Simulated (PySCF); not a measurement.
H3N2, SMILES [NH]N, multiplicity 2. Atoms are numbered in the order given.

```xyz
5

N      0.6569    -0.3489     0.0854
N     -0.5538     0.1842    -0.1150
H      1.3217     0.4227     0.0096
H     -0.7283     1.1621     0.0764
H     -1.3151    -0.4320     0.1213
```
Charge 0, spin multiplicity 2.

Coordinates come from a PBE0-D3(BJ)/def2-TZVP optimisation. The isomer is the one that the SMILES or the coordinates give; other isomers of the formula were not compared.

Calculation: PBE/pcH-1 (PySCF).

Unrestricted Kohn–Sham, ⟨S²⟩ = 0.752. Hyperfine tensors hold the contact and dipolar terms, without spin-orbit corrections.

Computed hyperfine couplings:
| nucleus | A(iso) (MHz) | A(iso) (G) | dipolar principal values (MHz) |
|---|---|---|---|
| 14N no. 1 | 17.1 | 6.1 | -36.8, -35.5, 72.3 |
| 14N no. 2 | 24.1 | 8.6 | -16.8, -15.5, 32.3 |
| 1H no. 3 | -40.9 | -14.6 | -40.9, -7.8, 48.7 |
| 1H no. 4 | 9.3 | 3.3 | -19.4, -6.1, 25.6 |
| 1H no. 5 | -5.7 | -2.0 | -18.6, -6.8, 25.4 |

Q: And the g tensor (effective nuclear charges for spin-orbit coupling, GIAO)? (An estimate is asked for; the answer gives what the named calculation found.)

A: principal values 2.0021, 2.0038, 2.0055; isotropic 2.0038.
